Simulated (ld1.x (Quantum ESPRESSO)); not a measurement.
Varying the TM potential for Zn (Z = 30)

Base potential:

ld1.x (Quantum ESPRESSO) 7.5 input, shortened:

```
&input
   title='Zn', zed=30., rel=2, dft='PZ', iswitch=3,
   config='[Ar] 3d10 4s1.75 4p0.25', rel_dist='average'
 /
 &inputp
   pseudotype=2, tm=.true., lloc=2,
   nlcc=.true., new_core_ps=.true., rcore=0.75
 /
3
4S  1  0   1.75   0.00  1.55  1.55  0.0
4P  2  1   0.25   0.00  2.50  2.50  0.0
3D  3  2  10.00   0.00  0.80  0.80  0.0
 &test
   configts(1)='3d10 4s1.75 4p0.25'
 /
```

Open shells are filled in proportion to 2j + 1 (rel_dist='average').

Cutoffs, loose and tight: the cutoffs (Ry, on a coarse ladder) from which the occupation-weighted sum of valence levels, in a spherical-Bessel basis at the reference potential, stays within 10 and 1 mRy of its value at 400 Ry. They do not see the model core or the augmentation charge, which bear on the density cutoff. Test errors are all-electron minus pseudo excitation energies from the reference, over the configurations 3d10 4s2 4p0; 3d10 4s1 4p0; 3d10 4s0 4p0; 3d9 4s2 4p1; 3d10 4s0 4p1; 3d9 4s0 4p0; 3d9 4s2 4p0. A dash means not determined; rows that change the core or the reference have their own tests. The largest error is taken over the tests solved by every variant that gives reliable tests at all: 3d10 4s0 4p0; 3d10 4s0 4p1; 3d10 4s1 4p0; 3d10 4s2 4p0; 3d9 4s0 4p0.

A true bound ghost makes a file unfit for plane-wave use even where its test errors are small: the radial tests pick states by their node count and pass the ghost by. Where a test does run into it, the solver fails or the error is huge.

```csv
change,outcome,"cutoff, loose","cutoff, tight",bound ghosts,largest test error (meV)
base,"generated, misses its reference levels by 0.22 eV",over 300 Ry,over 300 Ry,"s, p3/2, p1/2",-89
scalar-relativistic,generated,over 300 Ry,over 300 Ry,"s, p",-97
"core [Ne], valence charge 20; reference 3s2 3p6 3d10 4s1.5 4p0; waves now 3s (bound): rc 0.70 bohr; 3p (bound): rc 0.30 bohr; 3d (bound): rc 0.70 bohr; local potential all-electron potential smoothed inside 0.30 bohr (lloc = -2); core correction none",failed: run_pseudo: Errors in PS-KS equation,–,–,–,–
wave 4s (bound): rc 1.55 bohr becomes 4s (bound): rc 2.10 bohr,"generated, misses its reference levels by 0.22 eV",over 300 Ry,over 300 Ry,"s, p3/2, p1/2",-98
type RRKJ; local potential all-electron potential smoothed inside 1.50 bohr (lloc = -1); rho0 0.001,failed: compute_chi: n is too large,–,–,–,–
functional Wu–Cohen,"generated, misses its reference levels by 0.22 eV",over 300 Ry,over 300 Ry,"s, p3/2, p1/2",-92
```

Q: What comes out with this change to the base: all radii but the core radius scaled by about 1.20 (s 1.86, p 3.00, d 0.96 bohr)?

A: outcome: generated, misses its reference levels by 0.22 eV; cutoff, loose: 260 Ry; cutoff, tight: over 300 Ry; bound ghosts: s, p3/2, p1/2; largest test error (meV): -87.
